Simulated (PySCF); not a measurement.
Simulated Si 1s region for `CC[SiH2]O[SiH3]`, binding energy against the vacuum level.

Every computed line was given a Gaussian of 0.6 eV full width at half maximum and an area set by the number of equivalent atoms; the highest printed point is 100. Computed with delta-SCF UKS SCAN, pcX-2 on the ionised atom, pcseg-1 elsewhere, spin-free X2C in PySCF.

binding energy (eV), intensity and a bar:
```
   1846.0          0 
   1846.1          1 
   1846.2          2 #
   1846.3          6 ##
   1846.4         13 ####
   1846.5         25 #######
   1846.6         41 ############
   1846.7         61 ##################
   1846.8         79 ########################
   1846.9         93 ############################
   1847.0        100 ##############################
   1847.1         99 ##############################
   1847.2         90 ###########################
   1847.3         74 ######################
   1847.4         55 ################
   1847.5         36 ###########
   1847.6         21 ######
   1847.7         10 ###
   1847.8          4 #
   1847.9          2 
   1848.0          1 
   1848.1          0
```

Problem. How many maxima does the curve show, and how many computed lines lie under it?

Solution. The curve has 1 maximum (at 1847.0 eV). Under it lie 2 lines from 2 inequivalent silicon sites. At this width some lines have no maximum of their own.

Problem. Decompose the envelope and assign each component. Numbering: `[CH3:1][CH2:2][SiH2:3][O:4][SiH3:5]`.

Solution. 
```
position (eV)  relative area   line  atoms           environment
      1846.86              1  Si 1s    Si3  oxygen-bound silicon
      1847.21              1  Si 1s    Si5  oxygen-bound silicon
```

Problem. Above which line width would these two lines show one maximum?

Solution. Two equal Gaussians merge once their distance is under 2σ = FWHM/1.177. With 0.35 eV between them that is a full width over 0.41 eV.

Lowest listed Si 1s: Si3, bonded to O, C and 2 H. Highest, 0.35 eV above it: Si5, bonded to O and 3 H. Summing the Pauling electronegativity differences to the bonded atoms, each weighted by its formal bond order, gives +2.79 for the lowest site and +2.44 for the highest; the largest sum, +2.79, belongs to Si3, 0.35 eV below the top. The smallest sum, +2.44, belongs to Si5, 0.35 eV above the lowest.

No satellites, vibrations or lifetime broadening are included. One conformer (not necessarily the lowest) at the GFN2-xTB geometry, without solvent, vibrations or thermal averaging.

Conformer computed: `[CH3:1][CH2:2][SiH2:3][O:4][SiH3:5]`: C1–C2–Si3–O4 180°.
